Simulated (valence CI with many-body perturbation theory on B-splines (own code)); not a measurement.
## Level structure of Cu XXV

Level of theory: valence CI with perturbative core correlation (CI+MBPT): three valence electrons over a frozen Dirac-Fock core [He], radial functions for each j: 11 s, 11 p, 10 d, 8 f, 5 g, 2 h, with the one-electron correlation potential Σ1 (screened to all orders), the two-electron term Σ2, the three-electron term Σ3, Breit, model QED; selected single and double excitations, second order for the rest, scaled by the run's own slope (own B-spline code, finite nucleus).

No measured levels were compared; by estimate levels of excited configurations hold to 0.05 to 0.15 % of their energy, terms of the ground configuration to about 0.5 %.

Levels 1 to 45 of 206, with energies above the lowest level, 2s2.2p 2P°_1/2. "Leading %" is the weight of the configuration and term that name the level; weights of strongly mixed levels are sums over their largest components and can fall short. In the jj column 3d3/2^4 stands for four electrons in 3d with j = 3/2. Lifetimes count E1, E2, E3, M1 and M2 decay at the calculated energies, and are blank where another channel may lead or the interval is too uncertain; long ones can be off by a factor of two.

```csv
No.,Configuration,Term,J,E (Ry),Leading %,Leading jj,Second component,Lifetime
1,2s2.2p,2P°,1/2,0.00,98,2s^2 2p1/2 (98 %),,
2,2s2.2p,2P°,3/2,1.74,98,2s^2 2p3/2 (98 %),,15.9 μs
3,2s.2p2,4P,1/2,4.42,93,2s 2p1/2^2 (69 %),6 % 2s.2p2 2S,4.22 ns
4,2s.2p2,4P,3/2,5.32,99,2s 2p1/2 2p3/2 (95 %),,43.1 ns
5,2s.2p2,4P,5/2,6.03,89,2s 2p1/2 2p3/2 (67 %),11 % 2s.2p2 2D,5.18 ns
6,2s.2p2,2D,3/2,8.22,92,2s 2p1/2 2p3/2 (87 %),8 % 2s.2p2 2P,59.7 ps
7,2s.2p2,2D,5/2,8.70,89,2s 2p3/2^2 (67 %),11 % 2s.2p2 4P,134 ps
8,2s.2p2,2P,1/2,9.22,67,2s 2p1/2 2p3/2 (63 %),28 % 2s.2p2 2S,19.8 ps
9,2s.2p2,2S,1/2,11.07,66,2s 2p3/2^2 (85 %),32 % 2s.2p2 2P,22.5 ps
10,2s.2p2,2P,3/2,11.19,92,2s 2p3/2^2 (81 %),8 % 2s.2p2 2D,15.4 ps
11,2p3,4S°,3/2,13.79,80,2p1/2^2 2p3/2 (66 %),14 % 2p3 2P°,18.9 ps
12,2p3,2D°,3/2,15.34,74,2p1/2 2p3/2^2 (73 %),14 % 2p3 4S°,30.9 ps
13,2p3,2D°,5/2,15.82,100,2p1/2 2p3/2^2 (100 %),,34.6 ps
14,2p3,2P°,1/2,17.28,98,2p1/2 2p3/2^2 (98 %),,17.2 ps
15,2p3,2P°,3/2,18.32,73,2p3/2^3 (91 %),20 % 2p3 2D°,17.2 ps
16,2s2.3s,2S,1/2,94.89,95,2s^2 3s (95 %),,227 fs
17,2s2.3p,2P°,1/2,96.76,92,2s^2 3p1/2 (92 %),,3.12 ps
18,2s2.3p,2P°,3/2,97.26,92,2s^2 3p3/2 (92 %),,2.79 ps
19,2s.2p.3s,4P°,1/2,98.62,95,2s 2p1/2 3s (96 %),,216 fs
20,2s2.3d,2D,3/2,98.95,95,2s^2 3d3/2 (95 %),,31.5 fs
21,2s.2p.3s,4P°,3/2,99.02,88,2s 2p1/2 3s (80 %),10 % 2s.2p.3s 2P°,202 fs
22,2s2.3d,2D,5/2,99.10,96,2s^2 3d5/2 (96 %),,33.0 fs
23,2s.2p.3s,2P°,1/2,99.71,94,2s 2p1/2 3s (85 %),,301 fs
24,2s.2p.3p,4D,1/2,100.26,75,2s 2p1/2 3p1/2 (97 %),21 % 2s.2p.3p 2P,355 fs
25,2s.2p.3s,4P°,5/2,100.30,98,2s 2p3/2 3s (98 %),,184 fs
26,2s.2p.3p,4D,3/2,100.61,70,2s 2p1/2 3p1/2 (78 %),19 % 2s.2p.3p 2P,386 fs
27,2s.2p.3s,2P°,3/2,101.05,89,2s 2p3/2 3s (94 %),8 % 2s.2p.3s 4P°,213 fs
28,2s.2p.3p,4S,3/2,101.09,24,2s 2p1/2 3p3/2 (89 %),22 % 2s.2p.3p 2P,205 fs
29,2s.2p.3p,2P,1/2,101.28,62,2s 2p1/2 3p3/2 (61 %),22 % 2s.2p.3p 4D,78.3 fs
30,2s.2p.3p,4D,5/2,101.33,84,2s 2p1/2 3p3/2 (73 %),10 % 2s.2p.3p 4P,5.95 ps
31,2s.2p.3p,4P,1/2,101.42,88,2s 2p1/2 3p1/2 (67 %),7 % 2s.2p.3p 2S,1.79 ps
32,2s.2p.3p,2D,3/2,101.69,51,2s 2p1/2 3p3/2 (82 %),25 % 2s.2p.3p 4S,105 fs
33,2s.2p.3d,4F°,3/2,102.25,86,2s 2p1/2 3d3/2 (95 %),7 % 2s.2p.3d 2D°,256 fs
34,2s.2p.3p,4P,3/2,102.41,49,2s 2p3/2 3p1/2 (86 %),22 % 2s.2p.3p 2P,190 fs
35,2s.2p.3p,4D,7/2,102.50,100,2s 2p3/2 3p3/2 (100 %),,96.1 ps
36,2s.2p.3d,4F°,5/2,102.51,80,2s 2p1/2 3d3/2 (47 %),14 % 2s.2p.3d 4D°,124 fs
37,2s.2p.3p,4P,5/2,102.60,56,2s 2p3/2 3p1/2 (80 %),30 % 2s.2p.3p 2D,218 fs
38,2s.2p.3p,4S,3/2,102.73,41,2s 2p3/2 3p3/2 (86 %),28 % 2s.2p.3p 2P,167 fs
39,2s.2p.3d,4P°,5/2,102.92,45,2s 2p1/2 3d5/2 (72 %),27 % 2s.2p.3d 2D°,39.3 fs
40,2s.2p.3d,4F°,7/2,102.93,72,2s 2p1/2 3d5/2 (76 %),22 % 2s.2p.3d 4D°,73.7 fs
41,2s.2p.3d,4D°,3/2,103.06,56,2s 2p1/2 3d3/2 (46 %),27 % 2s.2p.3d 4P°,26.6 fs
42,2s.2p.3d,4D°,1/2,103.10,81,2s 2p1/2 3d3/2 (78 %),9 % 2s.2p.3d 2P°,21.6 fs
43,2s.2p.3p,2D,5/2,103.23,67,2s 2p3/2 3p3/2 (91 %),31 % 2s.2p.3p 4P,92.7 fs
44,2s.2p.3s,2P°,1/2,103.27,94,2s 2p3/2 3s (81 %),,148 fs
45,2s.2p.3s,2P°,3/2,103.29,75,2s 2p3/2 3s (69 %),7 % 2s.2p.3d 2P°,91.3 fs
```

Names give the largest LS component (configuration and term), which can be under half, so a name can repeat, a term be missing and a line seem to break the LS rules; names also repeat where a configuration has a term twice.

The ionisation energy to 2s2 1S_0 of the next ion comes out as 2307.8 eV (NIST: 2307.3 ± 1 eV (semi-empirical)). All 206 levels together are meant to be complete up to 139.45 Ry.
